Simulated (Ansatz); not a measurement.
The same path of C2H6AlF (10 atoms, charge 0, multiplicity 1) was run twice with different band settings. The coordinate that changes most is the dihedral H5–C1–Al2–C3.

All numbers below come from RKS B3LYP-D4/def2-SVP in Ansatz 0.2.0.

Relaxed end points:

```xyz
10
Properties=species:S:1:pos:R:3
C -0.568 1.416 -0.863
Al -0.291 -0.448 -0.367
C 0.798 -1.094 1.115
F -1.059 -1.617 -1.291
H -1.190 1.530 -1.765
H -1.061 1.968 -0.042
H 0.395 1.925 -1.045
H 0.188 -1.684 1.823
H 1.278 -0.279 1.682
H 1.593 -1.769 0.755
```

```xyz
10
Properties=species:S:1:pos:R:3
C -0.582 1.419 -0.851
Al -0.428 -0.422 -0.231
C 0.906 -1.114 1.012
F -1.541 -1.531 -0.817
H 0.336 1.735 -1.378
H -1.432 1.569 -1.536
H -0.705 2.113 -0.001
H 0.422 -1.571 1.893
H 1.601 -0.338 1.373
H 1.507 -1.911 0.539
```

Common settings: movable images 7; climbing image yes; optimiser quadratic models (default); start path through a guess of the saddle point; force threshold 0.03 eV/Å; end points relaxed.

| run | spring | iteration limit |
| --- | --- | --- |
| 1 | 5.0 eV/Å² | 57 |
| 2 | 50.0 eV/Å² | 60 |

(1) What does each run give, and how far can it be trusted?

## Answers

(1) Run 1: converged after 5 iterations, highest image 0.000 eV above the first end. The highest image is an end point: on this band no image between the ends rises above it.
Run 2: converged after 5 iterations, highest image 0.000 eV above the first end. The highest image is an end point: on this band no image between the ends rises above it.
